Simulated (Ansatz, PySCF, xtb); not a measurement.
Two conformers of C3H8O (SMILES CCCO), B3LYP-D3(BJ)/def2-TZVP minima.
Conformer 1 (charge 0, multiplicity 1, Z-matrix in Å and degrees):
```
C
H 1 1.0937
H 1 1.0942 2 106.79
C 1 1.5171 2 108.34 3 116.08
H 4 1.0970 1 109.85 2 -61.97
H 4 1.0984 5 107.90 1 119.60
O 4 1.4274 5 110.42 6 120.80
H 7 0.9619 4 108.89 5 -62.62
C 1 1.5261 2 110.06 3 -119.56
H 9 1.0898 1 110.76 2 -62.34
H 9 1.0913 10 108.23 1 -122.02
H 9 1.0931 10 107.88 11 -116.37
```
Conformer 2 (charge 0, multiplicity 1):
```xyz
12

C     -1.50878    -0.25885     0.11118
C     -0.15879     0.41244     0.35056
C      0.94565    -0.18271    -0.51089
O      2.20047     0.46845    -0.34326
H     -1.82408    -0.14737    -0.92882
H     -2.28488     0.17748     0.74126
H     -1.46497    -1.32824     0.33084
H     -0.22358     1.48361     0.14279
H      0.12006     0.31315     1.40598
H      1.03681    -1.25909    -0.31149
H      0.69887    -0.06908    -1.56837
H      2.46323     0.39019     0.58023
```

No zero-point or thermal terms.

Cores are frozen in the correlated methods. Rows in 6-31G*, STO-3G carry no dispersion term and start afresh at each structure (6-31G* with six Cartesian d functions). MP2/6-31G* freezes PySCF's default core.

Run with Ansatz (a program for electronic structure) with Gaussian orbitals; PySCF for 6-31G* rows, STO-3G rows, the dispersion terms; xtb for the GFN methods. Each number belongs to the level named beside it.

```tsv
level	electronic energy of conformer 2 less that of conformer 1 (kJ/mol)
GFN2-xTB	-7.4
HF/STO-3G	-1.9
PBE/def2-TZVPP	-0.7
BP86/6-31G*	-2.0
revPBE-D4/def2-TZVPP	…
B3LYP/def2-TZVPP	…
wB97M-V/def2-TZVPP	0.7
MP2/6-31G*	0.8
SCS-MP2/cc-pVTZ	0.8
```

**Question.** Complete the blanks.

**Answer.** 
- revPBE-D4/def2-TZVPP, electronic energy of conformer 2 less that of conformer 1 (kJ/mol): 0.2
- B3LYP/def2-TZVPP, electronic energy of conformer 2 less that of conformer 1 (kJ/mol): -0.2
